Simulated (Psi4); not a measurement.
Pair of molecules: CH4O (SMILES CO) (first 6 atoms) with CHN (SMILES C#N); geometry from B3LYP-D3(BJ)/def2-TZVP, rigid monomers moved along the line of their centres of mass till O2···H9 is 2.75 Å.
(charge 0, multiplicity 1):
```xyz
9

C      0.07010     0.08514    -0.29364
O     -0.82491    -0.33684     0.73504
H      0.71437    -0.73207    -0.62933
H      0.69364     0.86771     0.13481
H     -0.47011     0.49827    -1.14963
H     -1.39137    -1.03840     0.39950
C     -0.06651     0.40918     4.41179
N      0.24724     0.68035     5.48136
H     -0.35614     0.15378     3.40444
```

The numbers are results of Psi4 with SAPT0/jun-cc-pV(D+d)Z, not measurements.

**Question.** Which attractive term is largest, and how does the interaction split up?

**Answer.** electrostatics -3.83, exchange 0.40, induction -0.36, dispersion -0.38, total -4.17 kcal/mol; the largest attraction is electrostatics.
